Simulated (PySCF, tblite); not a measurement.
Species: C₆H₁₀N₂.
Geometry (GFN2-xTB, Å), atoms numbered from 1 in this order:
```
atom  x, y, z in Å
C1    -2.3884    0.6297    0.0019
C2    -1.0435    0.0616   -0.3610
N3    -0.5026    0.1106   -1.4961
C4    -0.3223   -0.6138    0.7732
C5     1.0761   -1.1117    0.4142
C6     2.0435    0.0464    0.1382
C7     2.1475    0.9222    1.2733
N8     2.2102    1.6078    2.1871
H9    -3.0076   -0.1327    0.4707
H10   -2.2592    1.4411    0.7170
H11   -2.9020    1.0156   -0.8770
H12   -1.0517    0.5727   -2.2183
H13   -0.2635    0.0846    1.6133
H14   -0.9338   -1.4594    1.1009
H15    1.4598   -1.7214    1.2354
H16    1.0163   -1.7271   -0.4835
H17    3.0391   -0.3384   -0.0979
H18    1.6733    0.6182   -0.7162
```

Jobs on this species (18 atoms, 60 electrons) with PySCF (density fitting) and tblite. Hardware of each: an Intel Xeon at 2.50 GHz with one thread (shared host). Times come from a shared host and carry two figures at best.

| level and settings | work | basis functions | SCF cycles | wall time |
| --- | --- | --- | --- | --- |
| GFN2-xTB | Hessian by finite differences | – | – | ? |
| GFN2-xTB | L-BFGS relaxation | – | – | 1.2 s |
| PBE0/pcSseg-1 | shieldings, charges and field gradients | 186 | 14 | 72 s |

**Question.** Fill in the missing figures.

**Answer.** 
- GFN2-xTB; Hessian by finite differences: 1.1 s

**Question.** What do all jobs in the table cost together?

**Answer.** About 74 s; the longest takes about 97 % of that, and about 65 times as long as the shortest.
